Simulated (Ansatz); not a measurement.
Br2Ge (SMILES [Br][Ge][Br]), singlet, geometry from GFN2-xTB; B3LYP/STO-3G (Ansatz, a program for electronic structure).

Ansatz was given this input:
Ansatz 0.2 input:
```yaml
crystal:
  periodic: [false, false, false]
  atoms:
    - {symbol: Ge, position_ang: [0.01682949, 0.00687689, 1.03311619]}
    - {symbol: Br, position_ang: [1.00009172, -1.51961211, -0.47860423]}
    - {symbol: Br, position_ang: [-1.01547868, 1.51332467, -0.46595914]}
basis:
  gaussian:
    orbitals: STO-3G
hamiltonian:
  xc: b3lyp
```

What the program printed (banner, timings and long lists left out):

```
Functional definition: B3LYP
532 factors; integrals over basis functions are off by at most 1.9e-5 eV
mean field evaluation 1: about -194380.5847 eV, gradient 8.7e1 eV
mean field evaluation 2: about -194373.7449 eV, gradient 8.2e1 eV
mean field evaluation 4: about -194426.8934 eV, gradient 4.2e0 eV
mean field evaluation 8: about -194426.9746 eV, gradient 2.8e-2 eV
mean field evaluation 16: about -194426.9746 eV, gradient 1.0e-5 eV
mean field -194426.97461918 eV, -7145.0595299183 hartree, gradient 1.0e-5 eV, S^2 0.000000; 0 other end points of the search recorded, 0 dependent functions left out
reference -194426.97476706 eV, -7145.0595353526 hartree; 51, 51 occupied and 3, 3 virtual orbitals, 532 factors
Total energy: -194426.97476706 eV, -7145.0595353526 hartree
```
